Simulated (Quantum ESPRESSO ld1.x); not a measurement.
Q: Radial electron density D(r) = 4 pi r^2 rho(r) of an atom or ion with 4 electrons. Calculated with ld1.x of Quantum ESPRESSO 7.5: Dirac Kohn-Sham, PBEsol, spin-unpolarised, spherical densities, point nucleus.

```
   r/bohr * D(r) (the largest magnitude, 18.1, reaches the edge; | marks zero)
 0.004605 | *
 0.005069 | *
 0.005625 |  *
 0.006191 |  *
 0.006815 |   *
 0.007502 |    *
 0.008258 |     *
  0.00909 |      *
  0.01001 |       *
  0.01101 |        *
  0.01212 |          *
  0.01335 |           *
  0.01481 |              *
   0.0163 |                *
  0.01794 |                  *
  0.01975 |                     *
  0.02174 |                        *
  0.02393 |                           *
  0.02634 |                               *
    0.029 |                                  *
  0.03192 |                                      *
  0.03513 |                                         *
  0.03867 |                                             *
  0.04291 |                                                *
  0.04724 |                                                   *
    0.052 |                                                     *
  0.05724 |                                                      *
    0.063 |                                                      *
  0.06935 |                                                     *
  0.07634 |                                                   *
  0.08403 |                                                *
   0.0925 |                                            *
   0.1018 |                                       *
    0.113 |                                  *
   0.1244 |                            *
   0.1369 |                       *
   0.1507 |                  *
   0.1659 |               *
   0.1826 |            *
    0.201 |           *
   0.2212 |           *
   0.2435 |            *
    0.268 |             *
   0.2951 |               *
   0.3274 |                *
   0.3604 |                *
   0.3967 |               *
   0.4367 |             *
   0.4807 |           *
   0.5291 |        *
   0.5824 |      *
   0.6411 |    *
   0.7057 |  *
   0.7768 | *
   0.8619 |*
   0.9488 *
    1.044 *
     1.15 *
    1.265 *
    1.393 *
```

What is the nuclear charge?

A: Z = 16. The innermost maximum, from 1s, lies near gamma/Z bohr with gamma = sqrt(1 - (Z/c)^2) = 0.993, here 0.0621 bohr (found: 0.0615), and its height grows with Z. The density is that of the sulfur ion S12+ in [He] 2s2; the configuration itself is not fixed sharply by these data, and Z only to about a unit. D(r) has 2 maxima, at r = 0.0615, 0.349 bohr, and minima at 0.211 bohr, inside which lie 2.07 electrons.
